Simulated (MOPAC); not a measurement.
A run for MOPAC: PM6 on BrH2NSi (SMILES N[Si]Br), a point of a torsion scan.

```
PM6 1SCF PRECISE CHARGE=0 THREADS=1
BrH2NSi

N     -0.68244492 1    -0.02143661 1     0.07535520 1
Si     0.82569392 1    -0.65770862 1    -0.44335771 1
Br     0.11433247 1    -2.47983467 1    -1.67358285 1
H     -0.95707608 1     0.91619511 1    -0.16719725 1
H     -1.50681201 1    -0.61081504 1     0.11323747 1
```

Program output:

```
*******************************************************************************
 **                                                                           **
 **                              MOPAC v23.2.5                                **
 **                                                                           **
 *******************************************************************************
 ** MOPAC's Digital Object Identifier: https://doi.org/10.5281/zenodo.6511958 **
 **                                                                           **
 ** Please cite the open-source release paper for use of this MOPAC version:  **
 ** J. E. Moussa and J. J. P. Stewart (2026)                                  **
 ** MOPAC: An open-source semiempirical molecular orbital program             **
 ** J. Open Source Softw., 11(119), 8025, https://doi.org/10.21105/joss.08025 **
 *******************************************************************************

                              PM6 CALCULATION RESULTS

 *******************************************************************************
 *  PM6        - The PM6 Hamiltonian to be used
 *
 *
 *
 *                 CHARGE ON SYSTEM = 0
 *
 *
 *
 *  PRECISE    - TIGHTER CRITERIA TO BE USED
 *  1SCF       - DO 1 SCF AND THEN STOP
 *  THREADS=1  - MULTI-THREADING NOT USED
 *  T=         - A TIME OF 172800.0 SECONDS REQUESTED
 *  DUMP=N     - RESTART FILE WRITTEN EVERY 7200.0 SECONDS REQUESTED
 *******************************************************************************
PM6 1SCF PRECISE CHARGE=0 THREADS=1
 BrH2NSi

   ATOM   CHEMICAL          X               Y               Z
  NUMBER   SYMBOL      (ANGSTROMS)     (ANGSTROMS)     (ANGSTROMS)

     1       N         -0.68244492  *  -0.02143661  *   0.07535520  *
     2      Si          0.82569392  *  -0.65770862  *  -0.44335771  *
     3      Br          0.11433247  *  -2.47983467  *  -1.67358285  *
     4       H         -0.95707608  *   0.91619511  *  -0.16719725  *
     5       H         -1.50681201  *  -0.61081504  *   0.11323747  *



          CARTESIAN COORDINATES

    NO.       ATOM           X           Y           Z

     1         N         -0.6824     -0.0214      0.0754
     2        Si          0.8257     -0.6577     -0.4434
     3        Br          0.1143     -2.4798     -1.6736
     4         H         -0.9571      0.9162     -0.1672
     5         H         -1.5068     -0.6108      0.1132

 General Reference for PM6:
 "Optimization of Parameters for Semiempirical Methods V: Modification of NDDO Approximations
 and Application to 70 Elements", J. J. P. Stewart, J. Mol. Mod., 13, 1173-1213 (2007)
 URL: https://link.springer.com/article/10.1007/s00894-007-0233-4

           Empirical Formula: H2 N Si Br  =     5 atoms



      MOLECULAR POINT GROUP   :   C1


      RHF CALCULATION, NO. OF DOUBLY OCCUPIED LEVELS = 9


 -------------------------------------------------------------------------------
 PM6 1SCF PRECISE CHARGE=0 THREADS=1
 BrH2NSi



     1SCF WAS SPECIFIED, SO BFGS WAS NOT USED
     SCF FIELD WAS ACHIEVED


                              PM6 CALCULATION
                                                       MOPAC v23.2.5 Linux




          FINAL HEAT OF FORMATION =         10.87001 KCAL/MOL =      45.48011 KJ/MOL


          COSMO AREA              =        111.59 SQUARE ANGSTROMS
          COSMO VOLUME            =        101.53 CUBIC ANGSTROMS

          IONIZATION POTENTIAL    =          8.175724 EV
          HOMO LUMO ENERGIES (EV) =         -8.176 -1.350
          NO. OF FILLED LEVELS    =          9
          MOLECULAR WEIGHT        =        124.0120         POINT GROUP:  C1

          MOLECULAR DIMENSIONS (Angstroms)

            Atom       Atom       Distance
            H     4   Br     3     3.86654
            H     5   Si     2     2.22142
           Br     3   Si     2     0.65917


          SCF CALCULATIONS        =          1





   ATOM   CHEMICAL          X               Y               Z
  NUMBER   SYMBOL      (ANGSTROMS)     (ANGSTROMS)     (ANGSTROMS)

     1       N         -0.68244492  *  -0.02143661  *   0.07535520  *
     2      Si          0.82569392  *  -0.65770862  *  -0.44335771  *
     3      Br          0.11433247  *  -2.47983467  *  -1.67358285  *
     4       H         -0.95707608  *   0.91619511  *  -0.16719725  *
     5       H         -1.50681201  *  -0.61081504  *   0.11323747  *

                             CARTESIAN COORDINATES

   1    N       -0.682444920    -0.021436610     0.075355200
   2   Si        0.825693920    -0.657708620    -0.443357710
   3   Br        0.114332470    -2.479834670    -1.673582850
   4    H       -0.957076080     0.916195110    -0.167197250
   5    H       -1.506812010    -0.610815040     0.113237470


           Empirical Formula: H2 N Si Br  =     5 atoms



      MOLECULAR POINT GROUP   :   C1


                  EIGENVALUES
 -30.95103 -27.51535 -17.25961 -16.81344 -12.94778 -11.16982 -10.59831 -10.02919
  -8.17572  -1.35011  -0.75747  -0.63939   1.46334   1.70749   1.84110   2.28904
   3.37959   5.77921   6.57668 115.35489 115.37397 115.39846 115.50118 115.50546


              NET ATOMIC CHARGES AND DIPOLE CONTRIBUTIONS

  ATOM NO.   TYPE          CHARGE      No. of ELECS.   s-Pop       p-Pop       d-Pop
    1          N          -0.586220        5.5862     1.51451     4.07171
    2         Si           0.436507        3.5635     1.84892     1.25114     0.46343
    3         Br          -0.327725        7.3277     1.96691     5.35776     0.00305
    4          H           0.239540        0.7605     0.76046
    5          H           0.237897        0.7621     0.76210
 DIPOLE           X         Y         Z       TOTAL
 POINT-CHG.     0.650     2.941     1.430     3.334
 HYBRID        -1.373    -0.628    -0.535     1.602
 SUM           -0.723     2.313     0.895     2.583


          ATOMIC ORBITAL ELECTRON POPULATIONS

     Atom    s        px        py        pz      x^2-y^2     xz        z^2       yz        xy
    1  N   1.51451   1.26096   1.18777   1.62298
    2 Si   1.84892   0.57109   0.33536   0.34469   0.09437   0.08614   0.07314   0.10714   0.10264
    3 Br   1.96691   1.87996   1.70736   1.77044   0.00060   0.00034   0.00024   0.00123   0.00065
    4  H   0.76046
    5  H   0.76210

 **********************
 *                    *
 * JOB ENDED NORMALLY *
 *                    *
 **********************




 == MOPAC DONE ==
```

The run finished.

Cost: about 0.03 core-seconds (a rough figure).
